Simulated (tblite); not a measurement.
Compound: C6H10NSi (doublet state).
Bonds: C1–C2, C2–C3, C3–N4 (double), N4–C5, C5–C6, C6–Si7, C6–C8 (double), C3–C8. Hydrogens: H9, H10 on C1; H11, H12 on C2; H13, H14 on C5; H15, H16, H17 on Si7; H18 on C8.

Structure optimised with GFN2-xTB, isolated species. This method treats the open shell by occupation alone, without spin polarisation.

List the bond lengths, angles and torsions at this level.

| bond | length (Å) | order |
| --- | --- | --- |
| C1–C2 | 1.473 | single |
| C2–C3 | 1.503 | single |
| C3=N4 | 1.287 | double |
| N4–C5 | 1.434 | single |
| C5–C6 | 1.504 | single |
| C6–Si7 | 1.870 | single |
| C6=C8 | 1.347 | double |
| C3–C8 | 1.452 | single |
| C1–H9, C1–H10 | 1.073 | single |
| C2–H11, C2–H12 | 1.091 | single |
| C5–H13, C5–H14 | 1.093 | single |
| Si7–H15, Si7–H16, Si7–H17 | 1.465 | single |
| C8–H18 | 1.074 | single |

Bonds in one row agree within 0.01 Å and their mean is given. Orders are formal, as drawn. A selection of angles:
| angle | degrees |
| --- | --- |
| C1–C2–C3 | 103.4 |
| C2–C3–N4 | 123.1 |
| C2–C3–C8 | 124.0 |
| N4–C3–C8 | 112.7 |
| C3–N4–C5 | 107.4 |
| N4–C5–C6 | 106.5 |
| C5–C6–Si7 | 124.6 |
| C5–C6–C8 | 105.8 |
| Si7–C6–C8 | 129.6 |
| C3–C8–C6 | 107.5 |

Dihedral angles: C1–C2–C3–N4 -100° (anticlinal); C2–C3–N4–C5 176° (antiperiplanar); C3–N4–C5–C6 0° (synperiplanar); N4–C5–C6–Si7 180° (antiperiplanar); C5–C6–C8–C3 0° (synperiplanar); C2–C3–C8–C6 -176° (antiperiplanar). The mirror-image conformer, all signs reversed, is as good.

C3 (carbon bonded to 2 C and N) is planar (angles 124.0°, 123.1° and 112.7°, sum 359.9°, 0.03 Å off the plane of its three neighbours). The 5 C–C bonds span 1.347 Å (C6=C8, drawn double) to 1.504 Å (C5–C6, drawn single), a spread of 0.157 Å. C8 (carbon bonded to 2 C and H) is planar (angles 127.7°, 124.8° and 107.5°, sum 360.0°, 0.00 Å off the plane of its three neighbours). The 5-membered ring C3–N4–C5–C6–C8 has internal angles of 105.8° to 112.7° (sum 540°, against 540° for a flat polygon); it is planar, 0.00 Å rms from its mean plane, widest ring torsion 1°. C1 (carbon bonded to C and 2 H) is almost planar (angles 120.4°, 119.4° and 118.2°, sum 358.0°, 0.10 Å off the plane of its three neighbours). C6 (carbon bonded to 2 C and Si) is planar (angles 129.6°, 124.6° and 105.8°, sum 360.0°, 0.00 Å off the plane of its three neighbours). Si7 (silicon bonded to C and 3 H) is tetrahedral (angles from 108.8° to 110.3°).

Point group: C1 (no symmetry element, even within 0.4 Å). Its GFN2-xTB frequencies are all real (lowest 46 cm⁻¹). Torsions: H–C1–C2–C3 -85° and 78°, C1–C2–C3–N4 -100°.

These are computed values.
